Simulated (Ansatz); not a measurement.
def2 core potentials replace the inner electrons of Sn. The geometry has C3v symmetry (within 0.05 Å) and had no frequency check at the DFT level, so a distortion to lower symmetry isn't ruled out.

B3LYP has the VWN-RPA correlation part, as in Gaussian. 

Cartesian coordinates (Å):
SMILES: F[C](F)(F)[Sn]([Cl])([Cl])[Cl]
```xyz
8

F      1.8008    -0.1738    -1.0656
C      1.2219    -0.0749     0.1247
F      1.6895     1.0069     0.7352
F      1.5467    -1.1418     0.8443
Sn    -0.9706     0.0594    -0.0990
Cl    -1.5314     1.9331    -1.3507
Cl    -1.7802    -1.8316    -1.1760
Cl    -1.9769     0.2227     1.9872
```
Charge 0, multiplicity 1.

Problem. What is the computed HOMO, total energy and HOMO–LUMO gap (B3LYP-D3(BJ)/def2-TZVP // PBE0-D3(BJ)/def2-SVP in Ansatz, a quantum-chemistry and plane-wave program)?

Solution. 
```
Property               Value
-------------  -------------
HOMO                -9.19 eV
total energy   -1932.9902 Ha
HOMO–LUMO gap        5.91 eV
```
